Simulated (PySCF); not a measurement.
**A search over the determinants of SrN**

Unrestricted PBE0; Sr def2-SVP with ECP28, N def2-SVP; scalar-relativistic core potentials (PySCF 2.14). Outer shells of the fragments: Sr 5s2; N 2s2 2p3.

Followed along the bond (rough minima from three points):

```csv
2Ms+1,unpaired,⟨S²⟩ at the start,R at minimum (Å),Te (eV)
4,"σ ↑, π ↑↑",3.76,2.41,0.00
2,π ↑,1.64,2.26,0.04
2,"σ ↓, π ↑↑",1.76,2.39,0.06
```

Solutions found at the starting distance of 2.365 Å, counted from the lowest of them; the search is not exhaustive and high or unbound solutions are not listed, so other states can lie among these:

```json
{"2Ms+1": "4", "unpaired": "σ ↑, π ↑↑", "term": "⁴Σ⁻", "E (eV)": "0.00", "⟨S²⟩": "3.76", "⟨Lz²⟩": "0.00", "μ (D)": "-3.99"}
{"2Ms+1": "2", "unpaired": "σ ↓, π ↑↑", "term": "mixed", "E (eV)": "0.06", "⟨S²⟩": "1.76", "⟨Lz²⟩": "0.00", "μ (D)": "-4.09"}
{"2Ms+1": "2", "unpaired": "π ↑", "term": "mixed", "E (eV)": "0.09", "⟨S²⟩": "1.64", "⟨Lz²⟩": "1.01", "μ (D)": "-3.96"}
{"2Ms+1": "4", "unpaired": "π ↑↑↑", "term": "⁴Π", "E (eV)": "1.64", "⟨S²⟩": "3.76", "⟨Lz²⟩": "1.00", "μ (D)": "-2.47"}
{"2Ms+1": "4", "unpaired": "π ↑↑, δ ↑", "term": "⁴Δ", "E (eV)": "1.93", "⟨S²⟩": "3.76", "⟨Lz²⟩": "4.00", "μ (D)": "-6.60"}
{"2Ms+1": "2", "unpaired": "π ↑↑, δ ↓", "term": "mixed", "E (eV)": "1.95", "⟨S²⟩": "1.80", "⟨Lz²⟩": "4.00", "μ (D)": "-6.31"}
```

A term symbol is given only where ⟨S²⟩ and ⟨Lz²⟩ are close to those of a pure state; real π, δ and φ orbitals otherwise mix terms. A positive dipole means Sr(−)N(+).

Compare the gap between the two lowest followed solutions at the starting distance with the gap between their minima.

At PBE0 the second solution (Ms = 0.5 of mixed spin, unpaired electrons π ↑) lies +0.09 eV from the first (quartet, unpaired electrons σ ↑, π ↑↑) at 2.365 Å and +0.04 eV at the minima; the two curves relax by different amounts, since their minima lie near 2.26 and 2.41 Å. A gap this small is a tie at this level.

Spin–orbit coupling is left out. Counting both spins, an empty level lies below a filled one in some of these solutions, because spin and occupation are held.
